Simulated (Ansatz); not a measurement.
Consider the ligand exchange at a Ge–Cl bond: `[F][Ge]([F])([Cl])[Br]` + HBr → `[F][Ge]([F])([Br])[Br]` + HCl.

Calculated with Ansatz (gas phase, PBE0-D4/def2-TZVP geometries, no zero-point term in ΔE). CCSD(T)/CBS adds triple-zeta CCSD(T) − MP2 to the extrapolated MP2 energy (def2 sets, frozen cores). This one scheme is used for every species. DFT in def2-TZVPP. B3LYP here is the variant with VWN-RPA as its local correlation; programs differ in this. HSE06 is defined as in plane-wave codes. For Br, Ge outer-core shells are correlated without core-valence functions, which leaves a few kJ/mol of doubt a bond. Scalar relativity is left out up to krypton.

`[F][Ge]([F])([Cl])[Br]`:

```xyz
5

F    -0.192    1.290    1.161
Ge    0.047    0.041    0.022
F     1.722   -0.285    0.033
Cl   -0.492    0.748   -1.881
Br   -1.085   -1.793    0.664
```

HBr:

```xyz
2

Br   -0.703   -0.100    0.014
H     0.703    0.100   -0.014
```

`[F][Ge]([F])([Br])[Br]`:

```xyz
5

F     1.715   -0.281    0.242
Ge    0.038   -0.064   -0.002
F    -0.583   -1.627   -0.305
Br   -0.284    1.225   -1.821
Br   -0.886    0.747    1.886
```

HCl:

Z-matrix (Å, degrees):
```
Cl
H 1 1.279
```

```
             level  ΔE (kcal/mol)  difference from CCSD(T)/CBS
       LDA (SPW92)           -1.6                          0.3
           BLYP-D4           -1.9                          0.0
          B3LYP-D4           -1.9                          0.0
        r2SCANh-D4           -1.7                          0.2
        r2SCAN0-D4           -1.7                          0.2
          HSE06-D4           -2.0                         -0.1
          PBE-QIDH           -1.8                          0.1
           r2SCANh           -1.6                          0.3
           r2SCAN0           -1.6                          0.3
RPA@PBE/def2-TZVPP           -1.4                          0.5
SCS-MP2/def2-TZVPP           -1.6                          0.3
CCSD(T)/def2-TZVPP           -1.6                          0.3
     HF/def2-QZVPP           -0.9                          1.0
    MP2/def2-QZVPP           -2.1                         -0.2
      HF/CBS(def2)           -0.9                          1.0
     MP2/CBS(def2)           -2.3                         -0.4
       CCSD(T)/CBS           -1.9                            0
```

(1) What do rigid-rotor, harmonic-oscillator terms from PBE0-D4/def2-TZVP frequencies (298.15 K, 1 bar) make of the CCSD(T)/CBS value? (Estimate.)

Largest T1 diagnostic among the species: 0.010.

Results:

(1) Ansatz gave: ΔZPE = +0.2 kcal/mol, ΔH = -1.6 kcal/mol, ΔS = -6 J/(mol·K), ΔG = -1.2 kcal/mol.

Leaving LDA and LC-ωPBE aside and taking each functional with its dispersion term where it has one, the values, not all of them listed here, spread over 1.3 kcal/mol, from PBE-D4 to B97M-V. At CCSD(T), def2-SVP lies +1.8 kcal/mol from the extrapolated value and def2-TZVPP +0.4 kcal/mol.
